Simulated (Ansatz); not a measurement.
Energy profile

The step: BHCl₂ ([Cl][BH][Cl]) + H₂O + HF → BHCl₂O ([OH][B]([Cl])[Cl]) + HF + H₂; bonds formed: H2–H7, H5–F8; dative contacts that become bonds: B1–O6; bonds broken: B1–H2, H5–O6, H7–F8 (atoms numbered as in the saddle structure below).

| atom | x (Å) | y (Å) | z (Å) |
| --- | --- | --- | --- |
| B1 | -0.0511 | 0.6425 | -0.4563 |
| H2 | -0.4640 | -0.5301 | -1.0300 |
| Cl3 | 1.2438 | 1.1921 | -1.5579 |
| Cl4 | -1.5786 | 1.5971 | -0.4175 |
| H5 | 0.4478 | -0.8821 | 0.9327 |
| O6 | 0.4388 | 0.3395 | 0.9073 |
| H7 | -0.1708 | -1.1998 | -0.4474 |
| F8 | 0.2670 | -1.8995 | 0.4971 |
| H9 | -0.1327 | 0.7402 | 1.5720 |

Electronic energies by CCSD(T) at an estimated basis limit (MP2 extrapolated from triple and quadruple zeta, plus CCSD(T) − MP2 in triple zeta), on PBE0-D4/def2-TZVP structures; BH$_{4}$Cl$_{2}$OF, singlet; no counterpoise correction. Computed with Ansatz 0.2.0 (basis: def2-TZVPP and def2-QZVPP); correlated methods freeze the cores. Extrapolation: Hartree–Fock as exp(−7.88 √X), correlation as X^−2.97.

Question: Give the profile in eV, counted from the separated reactants. (To be estimated.)

Answer: By the calculation:
```csv
point,eV
"separated: BHCl$_{2}$ (linked as [Cl][BH][Cl]; B1, H2, Cl3, Cl4; singlet) + H$_{2}$O (H5, O6, H9; singlet) + HF (H7, F8; singlet)",0.000
start structure,-0.682
saddle,0.227
end structure,-1.358
"separated: BHCl$_{2}$O (linked as [OH][B]([Cl])[Cl]; B1, Cl3, Cl4, O6, H9; singlet) + H$_{2}$ (H2, H7; singlet) + HF (H5, F8; singlet)",-1.089
```

No T1 diagnostic of these runs exceeds 0.012.

For scale, one of the runs: CCSD(T)/def2-TZVPP, 233 basis functions, launched by `ansatz run in.yaml --threads 4 --pin off --events-out ev --progress --plain --max-ram 9574MiB`. Hardware: 4 CPU threads of an Intel Xeon Platinum 8259CL, shared host. Wall time 88 s; peak host memory 4.2 GiB.
